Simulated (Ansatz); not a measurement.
A set of 12 reactions (hydrogen abstraction), with CCSD(T)/CBS values in kJ/mol:

```json
{"reaction": "`C#CCO` + `[CH3]`• → `C#CC[O]`• + CH₄", "ΔE": "12.0"}
{"reaction": "`[Cl][SnH]([Cl])[Cl]` + Cl• → `[Cl][Sn]([Cl])[Cl]`• + HCl", "ΔE": "-133.0"}
{"reaction": "`[Cl][SnH]([Cl])[Cl]` + F• → `[Cl][Sn]([Cl])[Cl]`• + H–F", "ΔE": "-278.4"}
{"reaction": "`F[Si](S)(Cl)Cl` + Cl• → `F[Si]([S])(Cl)Cl`• + HCl", "ΔE": "-49.0"}
{"reaction": "`C[N](C)[MgH]` + `[SiH3]`• → `C[N](C)[Mg]`• + SiH₄", "ΔE": "-93.7"}
{"reaction": "`[CH3][GeH2][Br]` + `[OH]`• → `[CH3][GeH][Br]`• + H₂O", "ΔE": "-152.6"}
{"reaction": "`[F][SnH]([F])[SiH3]` + `[SiH3]`• → `[F][Sn]([F])[SiH3]`• + SiH₄", "ΔE": "-92.1"}
{"reaction": "`C#CCO` + `[SiH3]`• → `C#CC[O]`• + SiH₄", "ΔE": "77.4"}
{"reaction": "`[CH3][GeH2][Br]` + H• → `[CH3][GeH][Br]`• + H₂", "ΔE": "-83.7"}
{"reaction": "`C[N](C)[MgH]` + H• → `C[N](C)[Mg]`• + H₂", "ΔE": "-147.4"}
{"reaction": "`[Cl][SnH]([Cl])[Cl]` + H• → `[Cl][Sn]([Cl])[Cl]`• + H₂", "ΔE": "-143.0"}
{"reaction": "`[SiH3][S][GeH3]` + Cl• → `[SiH2][S][GeH3]`• + HCl", "ΔE": "-51.9"}
```

Computed with Ansatz on PBE0-D4/def2-TZVP structures; ΔE is electronic, products minus reactants. CCSD(T)/CBS is the MP2 limit (def2-TZVPP, def2-QZVPP) plus CCSD(T) − MP2 in def2-TZVPP, frozen cores. This one scheme is used for every species, atoms too. Functionals use def2-TZVPP. HSE06 is defined as in plane-wave codes. Open shells (•) are unrestricted, without spin–orbit coupling. Spin–orbit coupling would lower the free atoms: a little for Cl, F. def2 core potentials past Kr. For Br, Ge, Mg, Sn outer-core shells are correlated without core-valence functions, so the limit isn't a true one: a few kJ/mol of doubt a bond, and 10 to 20 or more in all where bonds break to atoms. Scalar relativity is left out up to krypton. One conformer a species, not always the lowest.

Problem. Give the mean, mean absolute and largest difference (level minus CCSD(T)/CBS, kJ/mol) for: LDA (SPW92), PBE0-D4, HSE06-D4, BHLYP-D4, ωB97X-V, PBE, revPBE, BLYP, PBE0, r2SCAN0, CAM-B3LYP, CCSD/def2-SVP, HF/def2-QZVPP, SCS-MP2/def2-QZVPP. (Estimate.)

Solution. The calculation gave: 
```csv
level,mean,mean absolute,largest
LDA (SPW92),-27.2,28.8,-81.0
PBE0-D4,-7.4,7.4,-17.2
HSE06-D4,-7.9,7.9,-18.1
BHLYP-D4,-1.6,15.0,30.5
ωB97X-V,-0.4,7.8,-20.8
PBE,-18.7,18.7,-38.2
revPBE,-18.9,18.9,-34.8
BLYP,-22.9,22.9,-47.2
PBE0,-7.5,7.5,-17.8
r2SCAN0,-5.6,9.6,-15.8
CAM-B3LYP,-6.4,7.5,-17.0
CCSD/def2-SVP,10.5,16.7,42.9
HF/def2-QZVPP,21.2,39.5,111.6
SCS-MP2/def2-QZVPP,2.3,5.5,12.3
```

The largest T1 diagnostic in the set is 0.019, for `C#CC[O]`• (customary mark 0.045).

CCSD(T)/CBS is a level of theory with its own doubt, and the functionals carry their triple-zeta basis error, so these figures describe this set and don't rank the functionals.
